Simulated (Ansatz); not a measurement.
Gas-phase electronic energies from Ansatz, PBE0-D4/def2-TZVP geometries. CCSD(T)/CBS is the MP2 limit (def2-TZVPP, def2-QZVPP) plus CCSD(T) − MP2 in def2-TZVPP, frozen cores. DFT in def2-TZVPP. Each species was taken in one conformer, which may not be the lowest.

Reaction (isomerisation): `CSC1O[SiH2]1` → `C[Si]1(S)CO1`

`CSC1O[SiH2]1`:

Cartesian coordinates in Å:
```
C -1.829 -1.085 -0.070
S -1.158 0.513 0.427
C 0.560 0.141 0.440
O 1.213 -0.031 -0.878
Si 1.777 1.348 -0.146
H -2.912 -0.974 -0.126
H -1.446 -1.370 -1.049
H -1.588 -1.854 0.667
H 0.844 -0.662 1.119
H 3.177 1.326 0.326
H 1.362 2.648 -0.710
```

`C[Si]1(S)CO1`:

Z-matrix (Å, degrees):
```
C
Si 1 1.848
H 1 1.093 2 110.4
H 1 1.092 2 111.0 3 120.0
H 1 1.091 2 109.7 3 -119.7
S 2 2.118 1 108.9 3 -61.3
C 2 1.801 1 125.0 3 138.5
O 2 1.652 1 119.1 3 77.8
H 6 1.344 2 93.6 1 178.0
H 7 1.089 2 122.2 1 160.1
H 7 1.089 2 123.1 1 -3.2
```

Task: Is it downhill or uphill in electronic energy at CCSD(T)/CBS, and by how much? (An estimate is asked.)

Result: The calculation gave: Downhill: ΔE = -157.4 kJ/mol.

Task: What do these levels give: PBE-D4, ωB97X-V, ωB97M-V, B2PLYP, MP2/def2-TZVPP, CCSD/def2-TZVPP, CCSD(T)/def2-TZVPP, HF/def2-QZVPP, MP2/def2-QZVPP, SCS-MP2/def2-QZVPP, HF/CBS(def2), CCSD/CBS(def2)? (Best estimate.)

Result: The calculation gave: PBE-D4 -151.5, ωB97X-V -155.3, ωB97M-V -159.6, B2PLYP -155.8, MP2/def2-TZVPP -159.7, CCSD/def2-TZVPP -160.8, CCSD(T)/def2-TZVPP -158.6, HF/def2-QZVPP -159.5, MP2/def2-QZVPP -158.6, SCS-MP2/def2-QZVPP -154.6, HF/CBS(def2) -159.3, CCSD/CBS(def2) -159.5 kJ/mol.

Largest T1 diagnostic among the species: 0.014.

From PBE to PBE0 (25 % exact exchange), in def2-TZVPP and without D4, ΔE moves by −6.7 kJ/mol.
